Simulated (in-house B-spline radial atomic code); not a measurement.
## RPA and G0W0 on CAM-B3LYP: Sb VI (Sb5+)

Configuration [Kr] 4d10, mean-field start CAM-B3LYP. Computed with an all-electron radial atomic-structure program (B-spline basis): all electrons, scalar-relativistic (spin-free one-electron X2C), finite nucleus, each spin shell either full or empty, empty states to l = 9 with an (l + 1/2)⁻⁴ tail; G0W0 by contour deformation at full frequency.

Command:
```bash
python run_gw.py task.json out
```
Settings (radii: box in bohr, nucleus in fm):
```
Z                        51
electrons                46
configuration            [Kr] 4d10
hamiltonian              x2c
method                   camb3lyp
lmax                     9
rms_radius               4.6802
spin_polarised           False
box_radius               10.43
intervals                67
```

Run time, properties included: 5.2 s on 1 thread of Arm Neoverse N1, on a shared host.

Energies (hartree):

```tsv
term	value
mean-field total	-6475.64814
Hartree-Fock functional on these orbitals	-6472.73422
direct second order	-3.9987
second-order exchange	1.1114
SOSEX correction	1.0481
```

Q: What is the RPA correlation energy, and what remains with SOSEX?

A: RPA gives -3.5869 hartree (-2.12 eV per electron); RPA + SOSEX gives -2.5388, and the second-order doubles -2.8873 hartree (no singles). SOSEX takes back 29 % of the RPA value.

Quasi-particle levels (eV):

```
level  occupied  mean field  Σx - vxc     Σc  QP weight    G0W0
   4d       yes      -94.01     -6.35      ?          ?       ?
   5s        no      -58.44      5.15  -2.00      0.983  -55.29
```

G0W0 = mean field + (Σx - vxc) + Σc, with Σc (partial-wave tail included) taken at the quasi-particle energy. Only the outer levels were computed. Levels of low weight are left out.

Q: Where does G0W0 put 4d?

A: At -100.34 eV, with Σc = 0.02 eV and a quasi-particle weight of 0.963. The tabulated removal energy is 99.51 ± 0.05 eV (NIST, measured); the calculation leaves out spin-orbit coupling, Breit and QED terms, and what these don't explain is the method's own error.
